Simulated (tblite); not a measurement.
Calculated harmonic vibrations of the isolated species, GFN2-xTB (tblite), most abundant isotopes, no scaling. Against measured fundamentals such values can be off by several per cent, at times by over 20. Modes of hydrogen on phosphorus can be 10 to 20 % off. One conformer each. Thermal functions are those of the rigid rotor and harmonic oscillator, without mixing of conformers.

Task: Order these by their ideal-gas entropy at 200 K and 1 bar, highest first (cal/(mol K)).
A. `Oc1cnsc1`
B. `CCCPCCOC`
C. `C=C[C@@H]1CP1CO`
D. `CC1=C[P@H](=O)CC1`
E. `CSCc1c[nH+]c[nH]1`

Result: B (90.6), E (83.1), C (81.3), D (75.3), A (66.1).

| SMILES | atoms | mass (u) | symmetry number | modes under 300 cm⁻¹ | ZPE (kcal/mol) | S translation (cal/(mol K)) | S rotation | S vibration | S | Cp |
| --- | --- | --- | --- | --- | --- | --- | --- | --- | --- | --- |
| CCCPCCOC | 23 | 134.09 | 1 | 10 | 124.7 | 38.6 | 28.2 | 23.7 | 90.6 | 30.7 |
| CSCc1c[nH+]c[nH]1 | 17 | 129.05 | 1 | 5 | 85.8 | 38.5 | 27.7 | 16.9 | 83.1 | 23.6 |
| C=C[C@@H]1CP1CO | 16 | 116.04 | 1 | 5 | 79.4 | 38.2 | 27.0 | 16.1 | 81.3 | 24.2 |
| CC1=C[P@H](=O)CC1 | 16 | 116.04 | 1 | 4 | 80.2 | 38.2 | 26.7 | 10.4 | 75.3 | 21.9 |
| Oc1cnsc1 | 9 | 100.99 | 1 | 1 | 36.0 | 37.8 | 25.3 | 3.0 | 66.1 | 15.0 |

Entropies and Cp are for 200 K and 1 bar.
